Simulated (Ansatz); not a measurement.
Relaxation of C2H7InSi (11 atoms, charge 0, multiplicity 1), to a largest force component of 0.02 eV/Å in at most 50 steps.

Theory: RKS BLYP-D4/def2-SVP (Ansatz 0.2.0).

```xyz
11
Properties=species:S:1:pos:R:3
C -0.539 1.540 0.146
C -0.113 0.288 0.081
Si -0.046 -0.948 1.501
In 0.568 -0.309 -1.947
H -0.542 2.192 -0.729
H -0.910 1.991 1.059
H 1.364 -1.300 1.727
H -0.814 -2.138 1.097
H -0.623 -0.354 2.711
H 0.463 0.920 -3.209
H 1.193 -1.883 -2.438
```

Task: Where does it end, and by what steps?

Result: It converged. After 5 steps the energy has fallen by 0.117 eV; H5 moved furthest, 0.09 Å.

```json
{"step": "0", "energy less start (eV)": "0.0000", "largest force component (eV/Å)": "1.855", "accepted": "yes"}
{"step": "1", "energy less start (eV)": "-0.0977", "largest force component (eV/Å)": "0.534", "accepted": "yes"}
{"step": "2", "energy less start (eV)": "-0.1077", "largest force component (eV/Å)": "0.305", "accepted": "yes"}
{"step": "3", "energy less start (eV)": "-0.1126", "largest force component (eV/Å)": "0.227", "accepted": "yes"}
{"step": "4", "energy less start (eV)": "-0.1136", "largest force component (eV/Å)": "0.171", "accepted": "yes"}
{"step": "5", "energy less start (eV)": "-0.1167", "largest force component (eV/Å)": "0.010", "accepted": "yes"}
```

```xyz
11
Properties=species:S:1:pos:R:3
C -0.551 1.541 0.140
C -0.092 0.271 0.004
Si -0.043 -0.924 1.456
In 0.592 -0.314 -2.008
H -0.586 2.263 -0.697
H -0.921 1.937 1.107
H 1.370 -1.360 1.726
H -0.836 -2.162 1.139
H -0.603 -0.292 2.702
H 0.468 0.958 -3.213
H 1.201 -1.920 -2.357
```

Whether the end is a true minimum wasn't checked by a vibrational analysis.

Run time: 9.4 s on 2 threads of Intel(R) Xeon(R) 6975P-C (Granite Rapids), with other jobs on the host, peak memory 0.17 GiB.
